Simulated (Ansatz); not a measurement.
Gas-phase electronic energies from Ansatz, PBE0-D4/def2-TZVP geometries. CCSD(T)/CBS adds triple-zeta CCSD(T) − MP2 to the extrapolated MP2 energy (def2 sets, frozen cores). This one scheme is used for every species. DFT in def2-TZVPP. B3LYP here is the variant with VWN-RPA as its local correlation; programs differ in this. def2 core potentials past Kr. For Sn outer-core shells are correlated without core-valence functions, which leaves a few kJ/mol of doubt a bond. Each species was taken in one conformer, which may not be the lowest.

`[NH2][Sn]([NH2])([NH2])[Cl]` → `NN` + `[NH2][Sn][Cl]`  (stannylene formation by 1,1-elimination)

```csv
level,ΔE (kJ/mol),difference from CCSD(T)/CBS
LDA (SPW92),137.4,-20.9
BLYP-D4,104.4,-53.9
r2SCAN-D4,144.9,-13.4
PBE0-D4,136.9,-21.4
BHLYP-D4,137.5,-20.8
ωB97M-V,141.9,-16.4
B2PLYP,128.8,-29.5
PBE,110.9,-47.4
r2SCAN,141.7,-16.6
B3LYP,102.0,-56.3
CCSD(T)/def2-SVP,129.7,-28.6
HF/def2-TZVPP,131.5,-26.8
SCS-MP2/def2-TZVPP,153.3,-5.0
CCSD(T)/def2-TZVPP,158.3,0.0
SCS-MP2/def2-QZVPP,154.6,-3.7
HF/CBS(def2),131.8,-26.5
CCSD(T)/CBS,158.3,0
```

Problem. What do rigid-rotor, harmonic-oscillator terms from PBE0-D4/def2-TZVP frequencies (298.15 K, 1 bar) make of the CCSD(T)/CBS value? (An estimate is asked.)

Solution. Computed: ΔZPE = +5.5 kJ/mol, ΔH = +162.3 kJ/mol, ΔS = 146 J/(mol·K), ΔG = +118.7 kJ/mol.

Largest T1 diagnostic among the species: 0.016.

Leaving LDA and LC-ωPBE aside and taking each functional with its dispersion term where it has one, the values, not all of them listed here, spread over 52.3 kJ/mol, from BLYP-D4 to PBE-QIDH. LDA lies +26.5 kJ/mol from PBE without D4. At CCSD(T), def2-SVP lies −28.6 kJ/mol from the extrapolated value and def2-TZVPP −0.0 kJ/mol. From PBE to PBE0 (25 % exact exchange), in def2-TZVPP and without D4, ΔE moves by +16.4 kJ/mol.
